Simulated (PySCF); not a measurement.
Gas-phase reaction: W2O6 + 4 F → 2 WO2F2 + 2 O

Method: PySCF energies plus ideal-gas RRHO corrections (1 bar). † marks an energy on the PBE0/def2-TZVP geometry and frequencies; other levels use their own. MP2 and CCSD(T) freeze the core. Open shells (unrestricted): F (multiplicity 2, electronic degeneracy 6), O (multiplicity 3, electronic degeneracy 9); the rest are closed-shell singlets. Spin-orbit splitting is ignored; it lowers the true energy and changes the entropy of F, O. W: scalar-relativistic def2 core potential, no spin-orbit coupling. W2O6, WO2F2: computed as isolated molecules; such fragments, hydroxides, amides, oligomers or adducts are transient or little studied in the gas. MP2 isn't extrapolated to the basis-set limit; its ΔH°(298 K) is -653.7 kJ in def2-SVP and -645.4 kJ in def2-TZVPP. CCSD(T) isn't extrapolated to the basis-set limit. The harmonic model lacks anharmonicity and excited electronic states, which grow with temperature; levels with a mode under 35 cm⁻¹ are left out. Soft modes under 120 cm⁻¹ make the harmonic entropy rough for W2O6. Warning, large T1 diagnostic: W2O6, WO2F2 (CCSD(T)/def2-SVP†).

```
level              ΔE electronic, kJ  ΔH°(298 K), kJ  ΔS°(298 K), J/K  ΔG°(2000 K), kJ
-----------------  -----------------  --------------  ---------------  ---------------
CCSD(T)/def2-SVP†               -638            -638              -74             -469
M06-2X/def2-TZVP†               -636            -636              -74             -467
MP2/def2-SVP†                   -653            -654              -74             -484
MP2/def2-TZVPP†                 -645            -645              -74             -476
PBE/def2-SVP                    -733            -733              -77             -557
PBE/def2-TZVP†                  -683            -683              -74             -514
PBE0/def2-QZVP†                 -654            -654              -74             -485
PBE0/def2-SVP†                  -683            -684              -74             -514
PBE0/def2-TZVP                  -646            -646              -74             -477
r2SCAN/def2-TZVP†               -662            -662              -74             -493
LDA/def2-TZVP†                  -745            -745              -74             -576
```
ΔH° is lowest at LDA/def2-TZVP† and highest at M06-2X/def2-TZVP†. No reference value is set beside these.
